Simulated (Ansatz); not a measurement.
Reactions of CH$_{5}$BF$_{2}$Si, SMILES `BC(F)[SiH2]F`.

Calculated with Ansatz (gas phase, PBE0-D4/def2-TZVP geometries, no zero-point term in ΔE). CBS: MP2 limit from def2 TZ/QZ plus the TZ coupled-cluster correction, frozen cores. This one scheme is used for every species. DFT in def2-TZVPP. For Br, Ga outer-core shells are correlated without core-valence functions, which leaves a few kJ/mol of doubt a bond. Scalar relativity is left out up to krypton. One conformer a species, not always the lowest.

| reaction | CCSD(T)/CBS(def2) (eV) |
| --- | --- |
| `BC(F)[SiH2]F` → `BC(F)F` + `[SiH2]` | 4.54 |
| `BC(F)[SiH2]F` + SiH₄ → `BC(F)[SiH2][SiH3]` + H–F | 1.34 |
| `BC(F)[SiH2]F` + `CC[O][GaH2]` → `[BH2][GaH][O]CC` + `FC[SiH2]F` | ? |
| `BC(F)[SiH2]F` + H₂ → `BC[SiH2]F` + H–F | -1.51 |
| `BC(F)[SiH2]F` + H₂ → `FC[SiH2]F` + BH₃ | 0.05 |
| `BC(F)[SiH2]F` + `[SiH3][SiH3]` → `BC(F)[SiH2][SiH3]` + `F[SiH3]` | 0.05 |
| `BC(F)[SiH2]F` + `[SH][GaH][Cl]` → `B[S][GaH][Cl]` + `FC[SiH2]F` | ? |
| `BC(F)[SiH2]F` + `C[SiH](O)Br` → `BO[SiH](C)Br` + `FC[SiH2]F` | -1.23 |

Fill in the missing values. (An estimate is asked.)

Computed: `BC(F)[SiH2]F` + `CC[O][GaH2]` → `[BH2][GaH][O]CC` + `FC[SiH2]F`: +0.24 eV; `BC(F)[SiH2]F` + `[SH][GaH][Cl]` → `B[S][GaH][Cl]` + `FC[SiH2]F`: -0.72 eV.

Largest T1 diagnostic: 0.014, for `CC[O][GaH2]`.
